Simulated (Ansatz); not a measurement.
I2+, multiplicity 2 (lowest of 2S+1 = 2, 4 at CCSD(T)/def2-TZVPP on PBE0 minima; our sources give no spin for the ground state, which may be another), most abundant isotopes (126.9045 and 126.9045 u). Constants from fifth-degree fits in 1/R to seven points on the lowest solution found; no spin–orbit coupling, no relativity up to Kr; ω_e x_e and α_e move by some per cent with the fit.

Correlated levels freeze the inner cores; with def2 sets outer-core shells near the valence are correlated too.

Run with Ansatz (Gaussian orbitals).  In def2 rows elements past Kr take small-core potentials, without spin–orbit coupling.

| level | r_e (Å) | ω_e (cm⁻¹) | ω_e x_e (cm⁻¹) | α_e (cm⁻¹) |
|---|---|---|---|---|
| PBE/def2-TZVPP | 2.6079 | 236.4 | 0.497 | 0.000102 |
| CCSD(T)/def2-TZVPP | 2.5945 | 240.0 | 0.545 | 0.000108 |

### Question
Derive the rotational constants, the centrifugal constant, the fundamental, the zero-point energy and the force constant.

### Answer

μ = 63.45224 u.
- PBE/def2-TZVPP: B_e = 16.8576/(μ r_e²) = 0.039062 cm⁻¹; B₀ = B_e − α_e/2 = 0.039011 cm⁻¹; D = 4B_e³/ω_e² = 4.27e-09 cm⁻¹; fundamental ω_e − 2ω_e x_e = 235 cm⁻¹; zero-point energy ω_e/2 − ω_e x_e/4 = 118 cm⁻¹; k = μ(2πcω_e)² = 209 N/m
- CCSD(T)/def2-TZVPP: B_e = 16.8576/(μ r_e²) = 0.039469 cm⁻¹; B₀ = B_e − α_e/2 = 0.039415 cm⁻¹; D = 4B_e³/ω_e² = 4.27e-09 cm⁻¹; fundamental ω_e − 2ω_e x_e = 239 cm⁻¹; zero-point energy ω_e/2 − ω_e x_e/4 = 120 cm⁻¹; k = μ(2πcω_e)² = 215 N/m

Doubts at one or more of the structures used: other coupled-cluster roots lie near (CCSD(T)/def2-TZVPP).

Ansatz is a quantum-chemistry and plane-wave program.
